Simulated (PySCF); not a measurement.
Cl2H4OSi2, SMILES O[Si]([SiH3])(Cl)Cl. Heavy atoms are numbered as in [OH:1][Si:2]([SiH3:3])([Cl:4])[Cl:5]. Hydrogens are named by the atom that carries them.

Geometry: r2SCAN-D4/def2-SVP. Other conformers were not sampled.

All values below come from PBE0/pcSseg-1 (PySCF).

GIAO shieldings, no solvent; atoms alike by connectivity are averaged. δ = σ(ref) − σ: ¹⁷O against H2O (σ = 334.2 ppm); ²⁹Si against TMS (σ = 352.7 ppm); ³⁵Cl against HCl (σ = 945.9 ppm); ¹H against TMS (σ = 31.56 ppm), references at their B3LYP-D3(BJ)/def2-TZVP geometries, non-relativistic (without spin–orbit terms, shifts of atoms bonded to Cl or Br come out too high).

Problem. Estimate the chemical shifts. (The exact figures need the calculation; the answer reports its results.)

Solution. 
| nucleus | atoms | count | δ (ppm) |
|---|---|---|---|
| ¹⁷O | O1 (OH) | 1 | 100.1 |
| ²⁹Si | Si2 | 1 | 19.5 |
| ²⁹Si | Si3 (SiH3) | 1 | -98.8 |
| ³⁵Cl | Cl4 | 2 | 157.3 |
| ¹H | H on Si3 | 3 | 3.91 |
| ¹H | H on O1 | 1 | 3.17 |
